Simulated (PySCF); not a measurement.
Excitation energy of N by level of theory

N [He] 2s2 2p3 (4S) → N [He] 2s1 2p4 (4P), as a difference of total energies. Calculation: PySCF 2.14, in x2c-QZVPPall with one added diffuse shell each of s, p, d, f type (8s5p4d3f1g, 73 functions); scalar relativity by spin-free X2C-1e. Correlated levels: valence: 1s2 frozen. The calculations carry no spin-orbit coupling.

```
           method  excitation energy (cm⁻¹)  error (cm⁻¹)
              UHF                     87877          -256
    MP2 (valence)                     89176         +1043
SCS-MP2 (valence)                     89336         +1203
   CCSD (valence)                     87793          -339
CCSD(T) (valence)                     87282          -850
```

Reference: 88132 cm⁻¹ (measured; NIST levels, between the centres of gravity of the two terms).

Errors of the correlated levels include the incompleteness of this basis and the frozen core.
